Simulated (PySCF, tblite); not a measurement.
Isomers of C6H11O2 (doublet state), one GFN2-xTB conformer each. Single-point energies are computed at B3LYP/pcH-1 (PySCF, gas phase, no added dispersion term), electronic only. GFN2-xTB treats the open shell by occupation alone, and not every SCF solution was tested for stability.

**Question.** Rank them by B3LYP/pcH-1 energy, lowest first (kJ/mol).
A. `[CH3:1][C:2]([CH3:3])[C@@H:4]([CH3:5])[C:6](=[O:7])[OH:8]` (doublet state) with C1–C2–C4–C5 -36°, C2–C4–C6–O7 -83°, C4–C6–O8–H -173°
B. `[CH3:1][O:2][C@H:3]1[CH2:4][CH2:5][CH:6][CH2:7][O:8]1` (doublet state) with C1–O2–C3–C4 170°, O2–C3–C4–C5 66°, C3–C4–C5–C6 49°, C4–C5–C6–C7 -43°, C5–C6–C7–O8 42°
C. `[CH2:1]=[C:2]([CH:3][OH:4])[CH2:5][O:6][CH2:7][CH3:8]` (doublet state) with C1–C2–C3–O4 -178°, C2–C3–O4–H 10°, C1–C2–C5–O6 144°, C2–C5–O6–C7 -178°, C5–O6–C7–C8 -77°

**Answer.** A (0.0), C (108.2), B (130.1).

As drawn, the lowest has an O–H bond, which the highest lacks. GFN2-xTB itself gives, in the same order: 0.0, 96.0, 65.1. Both levels put the same isomer lowest; measured from each level's own lowest isomer, the values differ by up to 65.0 kJ/mol (CO[C@H]1CC[CH]CO1: 65.1 against 130.1).

**Question.** What happens when harmonic zero-point energies from GFN2-xTB frequencies are added?

**Answer.** 
| SMILES | ZPE (kJ/mol) | electronic (kJ/mol) | with ZPE (kJ/mol) |
| --- | --- | --- | --- |
| C[C](C)[C@@H](C)C(=O)O | 413.0 | 0.0 | 0.0 |
| C=C([CH]O)COCC | 412.9 | 108.2 | 108.2 |
| CO[C@H]1CC[CH]CO1 | 416.2 | 130.1 | 133.3 |

The zero-point energies span 3.3 kJ/mol. The order is unchanged.
